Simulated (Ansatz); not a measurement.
Problem. Name a neutral molecule of B, F, N and H with HOMO–LUMO gap (PBE/def2-TZVPP) between 3.50 and 3.80 eV and zero-point energy (PBE0-D4/def2-TZVP) between 141 and 157 kJ/mol (Ansatz, PBE0-D4/def2-TZVP geometry).

Solution. `NBBF` (3.57 eV, 145.4 kJ/mol). Other molecules can fit too; these were computed, each in one conformer that needn't be the lowest.
